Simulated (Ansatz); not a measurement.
Reaction (ligand exchange at a Ge–C bond): `C=[CH][GeH2][CH2]F` + HCl → `F[CH2][GeH2][Cl]` + ethylene

Calculated with Ansatz (gas phase, PBE0-D4/def2-TZVP geometries, no zero-point term in ΔE). CBS: MP2 limit from def2 TZ/QZ plus the TZ coupled-cluster correction, frozen cores. This one scheme is used for every species. DFT in def2-TZVPP. B3LYP here is the variant with VWN-RPA as its local correlation; programs differ in this. For Ge outer-core shells are correlated without core-valence functions, which leaves a few kJ/mol of doubt a bond. Scalar relativity is left out up to krypton. Each species was taken in one conformer, which may not be the lowest.

(1) Is it downhill or uphill in electronic energy at CCSD(T)/CBS, and by how much? (An estimate is asked.)

(2) What do these levels give: PBE-D4, ωB97X-V, ωB97M-V, PBE, r2SCAN, B3LYP, HF/def2-TZVPP, CCSD/def2-TZVPP, CCSD(T)/def2-TZVPP, MP2/def2-QZVPP, SCS-MP2/def2-QZVPP, HF/CBS(def2)? (An estimate is asked.)

Largest T1 diagnostic among the species: 0.011.

Results:

(1) The calculation gave: Downhill: ΔE = -80.9 kJ/mol.

(2) The calculation gave: PBE-D4 -83.3, ωB97X-V -87.2, ωB97M-V -87.0, PBE -85.8, r2SCAN -89.0, B3LYP -92.1, HF/def2-TZVPP -103.5, CCSD/def2-TZVPP -80.9, CCSD(T)/def2-TZVPP -78.6, MP2/def2-QZVPP -81.1, SCS-MP2/def2-QZVPP -84.1, HF/CBS(def2) -104.6 kJ/mol.

In def2-TZVPP, CCSD(T) changes the Hartree–Fock value by +24.9 kJ/mol (the triples alone add +2.4 kJ/mol) and MP2 by +24.1 kJ/mol. The D4 term adds +3.8 kJ/mol with B3LYP and +2.3 kJ/mol with PBE0; it sums over pairs of atoms, weighted by their polarisabilities, and B3LYP, whose exchange is more repulsive, gets the larger term.
